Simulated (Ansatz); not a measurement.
The lowest doublet and quartet of CF (SMILES [C]F); geometries from B3LYP-D3(BJ)/def2-TZVP, each state relaxed from the structure named, with no frequency check.
Doublet at the quartet's geometry (charge 0, multiplicity 2):
```xyz
2

C      0.00000     0.00000    -0.79647
F      0.00000     0.00000     0.53098
```

A positive gap puts the quartet lower; no zero-point energy. U- takes an unrestricted doublet. The quartet is unrestricted in single-reference levels. Active spaces average the two states.

Cores are frozen in the correlated methods.

Programs: Ansatz (an electronic-structure program) with Gaussian orbitals. Each number belongs to the level named beside it.

U-PBE/def2-TZVPP gives -3.429 eV for the gap E(doublet) − E(quartet), vertical, at the quartet's geometry.

**Question.** How do the other levels lie against it? Give each less PBE: U-r2SCAN/def2-TZVPP, U-PBE0/def2-TZVPP, U-wB97M-V/def2-TZVPP, U-B2PLYP/def2-TZVPP, U-MP2/cc-pVQZ, U-CCSD(T)/cc-pVQZ, SC-NEVPT2 on SA-CASSCF(3,4)/cc-pVQZ, FIC-MRCISD+Q on SA-CASSCF(3,4)/cc-pVQZ.

**Answer.** U-r2SCAN/def2-TZVPP 0.422; U-PBE0/def2-TZVPP 0.175; U-wB97M-V/def2-TZVPP -0.300; U-B2PLYP/def2-TZVPP -0.142; U-MP2/cc-pVQZ 0.182; U-CCSD(T)/cc-pVQZ -0.042; SC-NEVPT2 on SA-CASSCF(3,4)/cc-pVQZ 0.111; FIC-MRCISD+Q on SA-CASSCF(3,4)/cc-pVQZ -0.011 eV. 4 of 8 lie above PBE; the widest gap is to U-r2SCAN/def2-TZVPP.
